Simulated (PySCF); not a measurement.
## Spinor energies of Ag⁴³⁺ (silver, charge +43)

Start: [He] 2s2. Calculated with PySCF 2.14 in an uncontracted even-tempered set (17 s from 22 bohr⁻², ratio 2.4; 12 p from 29 bohr⁻², ratio 2.4; 5 d from 91 bohr⁻², ratio 2.6; 4 f from 140 bohr⁻², ratio 2.6): generalised Hartree-Fock with the X2C-1e Hamiltonian and a Gaussian nucleus; one run each with spin-orbit coupling (SO) switched off, then screened by Boettger's factors.

```json
{"spinor shell": "1s1/2", "electrons": "2", "ε, spin-free (eV)": "-29622.4", "ε, screened SO (eV)": "-29622.4", "weight of nominal j (screened SO)": "1.000", "rms radius, screened SO (bohr)": "0.0354"}
{"spinor shell": "2s1/2", "electrons": "2", "ε, spin-free (eV)": "-7081.4", "ε, screened SO (eV)": "-7081.4", "weight of nominal j (screened SO)": "1.000", "rms radius, screened SO (bohr)": "0.137"}
```

```json
{"quantity": "E (hartree)", "spin-free": "-2774.31085", "screened SO": "-2774.31085"}
{"quantity": "M_J", "spin-free": "0", "screened SO": "0"}
{"quantity": "⟨J²⟩", "spin-free": "0.000", "screened SO": "0.000"}
{"quantity": "⟨L²⟩", "spin-free": "0.000", "screened SO": "0.000"}
{"quantity": "⟨S²⟩", "spin-free": "0.000", "screened SO": "0.000"}
```

Breit and QED terms are absent; they matter most for the inner s and p1/2 levels.

Densities and radii are taken from the X2C orbitals without a picture-change correction, which distorts them close to the nucleus.

Without spin-orbit coupling the j labels of p, d and f shells carry no meaning; the spin-free column gives the mean over the occupied spinors of each nl shell.
